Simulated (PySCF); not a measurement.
**Electron correlation in O²⁺ (oxygen, charge +2)**

[He] 2s2 2p1 3s1, high-spin 3P determinant (an excited configuration). Calculation: PySCF 2.14, in x2c-TZVPPall with one added diffuse shell each of s, p, d type (6s4p3d1f, 40 functions); the spin-free X2C one-electron Hamiltonian (Gaussian nucleus). Frozen: nothing; 6 electrons correlated.

| level | correlation energy (mhartree) |
| --- | --- |
| CCSD | -118.66 |
| (T) | -2.26 |
| CCSD(T) | -120.92 |

Diagnostics: T1 = 0.0067, D1 = 0.0197, largest double amplitude 0.127.

Task: Is a single reference adequate?

Result: Mostly. T1 lies below 0.03, but a double amplitude of this size points to a near-degeneracy that CCSD handles and MP2 describes poorly.

This basis was not built for core-valence correlation, so the inner-shell part is incomplete.
